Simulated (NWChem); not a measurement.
System: SrF2; SMILES [F][Sr][F]

Results from NWChem. Structure relaxed at the PBE0/def2-SVP level. def2 effective core potentials on Sr; no spin-orbit coupling. Ions are spin-unrestricted doublets at the neutral geometry; other ion states weren't tried.

```json
[
 {"level": "PBE/def2-SVP", "basis functions": "51", "vertical ionisation energy, ΔSCF (eV)": "(withheld)", "−ε(HOMO) (eV)": "(withheld)", "ΔSCF minus −ε(HOMO) (eV)": "(withheld)"},
 {"level": "PBE/def2-SVPD", "basis functions": "72", "vertical ionisation energy, ΔSCF (eV)": "10.53", "−ε(HOMO) (eV)": "6.71", "ΔSCF minus −ε(HOMO) (eV)": "3.82"},
 {"level": "PBE/def2-TZVP", "basis functions": "95", "vertical ionisation energy, ΔSCF (eV)": "10.39", "−ε(HOMO) (eV)": "6.56", "ΔSCF minus −ε(HOMO) (eV)": "3.83"},
 {"level": "PBE/def2-TZVPD", "basis functions": "113", "vertical ionisation energy, ΔSCF (eV)": "10.44", "−ε(HOMO) (eV)": "6.64", "ΔSCF minus −ε(HOMO) (eV)": "3.80"},
 {"level": "PBE/def2-TZVPP", "basis functions": "102", "vertical ionisation energy, ΔSCF (eV)": "10.41", "−ε(HOMO) (eV)": "6.57", "ΔSCF minus −ε(HOMO) (eV)": "3.84"},
 {"level": "PBE/def2-QZVP", "basis functions": "163", "vertical ionisation energy, ΔSCF (eV)": "10.43", "−ε(HOMO) (eV)": "6.62", "ΔSCF minus −ε(HOMO) (eV)": "3.81"}
]
```

Fill in the missing entries.


- PBE/def2-SVP, vertical ionisation energy, ΔSCF (eV): 10.18
- PBE/def2-SVP, −ε(HOMO) (eV): 6.30
- PBE/def2-SVP, ΔSCF minus −ε(HOMO) (eV): 3.88
